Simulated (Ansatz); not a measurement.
Molecule: BO (charge 0, doublet). SMILES: [B]=O
Geometry from a B3LYP-D3(BJ)/def2-TZVP (Ansatz, a program for electronic structure) optimisation:
```xyz
2

B      0.0000     0.0000    -0.7398
O      0.0000     0.0000     0.4623
```
Charge 0, spin multiplicity 2.

Wanted: atomisation energy, in kcal/mol. Conventions: valence correlation only; no spin-orbit coupling; LANL2DZ all-electron up to Ne; atomisation electronic, to ground-state atoms; 6-311+G** with 5d; six Cartesian d functions in 6-31G* and its kin unless marked 5d; UHF or UKS for open shells; non-relativistic. CBS marks a two-point X^-3 extrapolation of the correlation energy; Hartree-Fock from the larger set (for Q and 5 zeta extrapolated as (X+1)exp(-9√X)). Ab initio and DFT rows: single points at B3LYP-D3(BJ) geometries (Ansatz).

Coupled cluster (Ansatz) is a level with limits of its own, used here on species with T1 under 0.025 (0.045 for open shells) and stable references: CCSD(T)/CBS(cc-pVQZ,cc-pV5Z).

Value to compare with, CCSD(T)/CBS(cc-pVQZ,cc-pV5Z) (Ansatz): 193.8 kcal/mol.

```
level           program  atomisation energy (kcal/mol)  difference
--------------  -------  -----------------------------  ----------
PBE/STO-3G       Ansatz                          232.5        38.7
PBE/3-21G        Ansatz                          196.0         2.2
PBE/LANL2DZ      Ansatz                          181.2       -12.6
PBE/6-31G*       Ansatz                          207.2        13.4
PBE/def2-SVP     Ansatz                          211.4        17.6
PBE/6-311+G**    Ansatz                          205.2        11.4
PBE/def2-TZVPD   Ansatz                          206.6        12.8
```

Among the 6 habitual levels, PBE/STO-3G lies farthest from CCSD(T)/CBS(cc-pVQZ,cc-pV5Z) (Ansatz) (38.7 kcal/mol) and PBE/3-21G nearest (2.2); 5 of 6 lie above it, and their mean absolute difference is 16.0 kcal/mol, the median 13.0. One case shows no general order.

The sets are all those run for this method; runs whose electronic state is in doubt are left out.
